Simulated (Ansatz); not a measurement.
Stepwise reaction of `[SH][SnH3]` with methanol, as a gas-phase model of exchange steps in deposition or etching. ΔE in kJ/mol.

Gas-phase electronic energies from Ansatz, PBE0-D4/def2-TZVP geometries. CCSD(T)/CBS adds triple-zeta CCSD(T) − MP2 to the extrapolated MP2 energy (def2 sets, frozen cores). This one scheme is used for every species. DFT in def2-TZVPP. B3LYP here is the variant with VWN-RPA as its local correlation; programs differ in this. def2 core potentials past Kr. For Sn outer-core shells are correlated without core-valence functions, which leaves a few kJ/mol of doubt a bond. One conformer a species, not always the lowest.

```csv
step,reaction,PBE-D4,B3LYP-D4,ωB97M-V,CCSD(T)/CBS
1,`[SH][SnH3]` + CH₃OH → `C[O][SnH2][SH]` + H₂,0.6,-0.1,4.9,-4.6
2,`C[O][SnH2][SH]` + CH₃OH → `C[O][SnH]([SH])[O]C` + H₂,-15.6,-16.5,-12.0,-21.0
```

Task: By hand: ΔE of the 2 steps together at CCSD(T)/CBS.

Result: (-4.6) + (-21.0) = -25.6 kJ/mol, or -12.8 kJ/mol a step.

In ΔE each step is lower than the one before. PBE-D4 differs from CCSD(T)/CBS by 5.2 to 5.4 kJ/mol a step. Isolated molecules leave out the surface, adducts and barriers. Largest T1 diagnostic: 0.014.
